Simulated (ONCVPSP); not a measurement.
**Ba, ONCV: configuration errors across variants**

barium (Ba), optimised norm-conserving Vanderbilt (ONCV), made with ONCVPSP 4.0.1 (Wu-Cohen, scalar-relativistic). Core [Kr] 4d10, reference 5s2 5p6 6s1.75 (charge +0.25). Waves: 5s+6s: rc 3.15 bohr, ncon 4, nbas 8, qcut 3.3 1/bohr, 2 projectors; 5p: rc 3.20 bohr, ncon 4, nbas 7, qcut 4.5 1/bohr, 3 projectors, debl 1.2 Ha; d scattering state at 0.03 Ha: rc 3.10 bohr, ncon 4, nbas 8, qcut 2.6 1/bohr, 2 projectors, debl 2.3 Ha. Local part: polynomial inside 2.30 bohr (lpopt 5, dvloc0 6 Ha). Core correction: polynomial model core, fcfact 0.45.

In the d channel the program set the typed energies aside and used 0.050, 2.350 Ha.

All-electron excitation energies from the reference (eV): (1) 5s2 5p6 6s2 -0.941; (2) 5s2 5p6 6s1 4.423; (3) 5s2 5p6 6s0 14.257; (4) 5s1 5p6 6s2 37.897.

Errors AE − PS in meV (a dash: test not solved or not reliable):

```csv
change,(1),(2),(3),(4),bound ghosts,GHOST(+) flags above zero
base,+0.1,-0.9,-6.4,-343,none,s
p: debl 0.75,+0.1,-0.9,-6.4,-343,none,s
p: debl 2.95,+0.1,-0.9,-6.1,-337,none,s
p: debl 4.65,+0.1,-1.3,-13,-422,none,s
```

Give the same row for: p: debl 2.15.

+0.1, -0.9, -6.3, -343; bound ghosts: none; GHOST(+) flags above zero: s.
